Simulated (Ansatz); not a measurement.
Saddle point of SiN₃H₇O, closed shell (SiN₃H₇O ([NH2][Si]([NH2])([NH2])[OH]) → SiN₂H₄O ([NH2][Si]([NH2])[O]) + NH₃ (still joined by a long Si–N bond); bonds formed: N2–H4; bonds broken: O3–H4; bonds weakened to dative contacts: Si1–N2), PBE0-D4/def2-TZVP structure:

```csv
atom,x (Å),y (Å),z (Å)
Si1,-0.3250,-0.2438,0.1153
N2,0.8368,0.9728,0.9633
O3,-0.9366,-0.4543,1.5573
H4,0.0713,0.4734,1.7585
N5,-1.0703,0.6117,-1.1660
N6,0.5049,-1.5416,-0.5913
H7,1.8118,0.7183,1.0470
H8,0.7505,1.9655,0.7910
H9,-1.4770,0.0663,-1.9101
H10,-1.6695,1.3922,-0.9462
H11,0.6476,-2.3984,-0.0870
H12,0.8555,-1.5622,-1.5319
```

Energies are electronic, without zero-point energy. Barriers and step energies count from the start structure reached by relaxing down the imaginary mode; all methods use the PBE0-D4 structures, on which another method's saddle can fall below an end. Program: Ansatz 0.2.0. Basis: def2-TZVPP, with def2-QZVPP for the basis limit. Cores are frozen in the correlated methods. B3LYP uses VWN-RPA correlation. Extrapolation: Hartree–Fock as exp(−7.88 √X), correlation as X^−2.97.

```json
{"method": "SPW92", "barrier (eV)": "1.321", "step energy (eV)": "1.155"}
{"method": "PBE-D4", "barrier (eV)": "1.445", "step energy (eV)": "1.062"}
{"method": "BLYP-D4", "barrier (eV)": "?", "step energy (eV)": "1.045"}
{"method": "r2SCAN-D4", "barrier (eV)": "?", "step energy (eV)": "1.178"}
{"method": "B97M-V", "barrier (eV)": "?", "step energy (eV)": "1.201"}
{"method": "PBE0-D4", "barrier (eV)": "1.646", "step energy (eV)": "1.209"}
{"method": "B3LYP-D4", "barrier (eV)": "1.705", "step energy (eV)": "1.175"}
{"method": "r2SCAN0-D4", "barrier (eV)": "1.747", "step energy (eV)": "1.277"}
{"method": "BHLYP-D4", "barrier (eV)": "1.929", "step energy (eV)": "1.325"}
{"method": "CAM-B3LYP-D4", "barrier (eV)": "1.746", "step energy (eV)": "1.245"}
{"method": "wB97X-V", "barrier (eV)": "1.743", "step energy (eV)": "1.232"}
{"method": "wB97M-V", "barrier (eV)": "1.732", "step energy (eV)": "1.226"}
{"method": "B2PLYP", "barrier (eV)": "1.708", "step energy (eV)": "1.178"}
{"method": "PBE-QIDH", "barrier (eV)": "1.741", "step energy (eV)": "1.259"}
{"method": "RPA on PBE", "barrier (eV)": "1.733", "step energy (eV)": "1.182"}
{"method": "HF", "barrier (eV)": "2.275", "step energy (eV)": "1.458"}
{"method": "MP2", "barrier (eV)": "1.692", "step energy (eV)": "1.185"}
{"method": "CCSD", "barrier (eV)": "1.863", "step energy (eV)": "1.272"}
{"method": "CCSD(T)", "barrier (eV)": "1.764", "step energy (eV)": "1.220"}
```

(1) Fill in the withheld barriers. (Judge from chemistry; the value comes from the calculation.)

No T1 diagnostic of these runs exceeds 0.013.

Results:

(1) By the calculation: B97M-V 1.763; r2SCAN-D4 1.613; BLYP-D4 1.555 eV. Each is the energy of the saddle less that of the start structure, by the same method.

For comparison, the barrier by CCSD(T) at an estimated basis limit (MP2 extrapolated from triple and quadruple zeta, plus CCSD(T) − MP2 in triple zeta) is 1.774 eV.

Labels in which every atom is bracketed show which atoms are joined, not bond orders.

For scale, one of the runs: CCSD(T)/def2-TZVPP, 264 basis functions, launched by `ansatz run in.yaml --threads 8 --pin off --events-out ev --progress --plain --max-ram 19148MiB`. Hardware: 8 CPU threads of an Arm Neoverse V2, shared host. Wall time 93 s; peak host memory 6.7 GiB.
